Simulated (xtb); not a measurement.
Cl2O2W (SMILES [O]=[W](=[O])([Cl])[Cl]), singlet, from a rough starting geometry (GFN-xTB shapes and energies of metal compounds can be far from the true ones).

xtb was given this input:
```
$ xtb mol.xyz --gfn 2 --opt vtight --json

# file mol.xyz
5

W      0.17063909     0.00134522     0.02790405
O      1.34562870    -0.55525667    -0.95275724
O      0.65526122     0.19323371     1.63558716
Cl    -0.60788162     1.87337573    -0.71240311
Cl    -1.50820875    -1.42268023     0.02608704
```

Task: Give the total energy at the end of the optimisation at the level xtb with GFN2-xTB.

Result: -19.8052 Eh

Task: What is the computed dipole moment (GFN2-xTB)?

Result: 4.09 D

Task: Give the HOMO-LUMO gap at the level GFN2-xTB.

Result: 3.43 eV
